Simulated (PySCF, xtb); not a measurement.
4,4-dichlorobut-1-ene (C4H6Cl2), SMILES C=CCC(Cl)Cl.

GFN2-xTB run with xtb at its own geometry gives an orbital gap of 5.26 eV and a dipole moment of 2.18 D.

The structure is a stationary point at ωB97X-D3(BJ)/def2-SVP. The values are those of a single conformer.

What does CAM-B3LYP/def2-TZVP run with PySCF give? (Estimate from the structure and the level; the computed values follow.)

gap 9.98 eV (levels -9.24 and 0.74 eV), dipole 1.95 D.
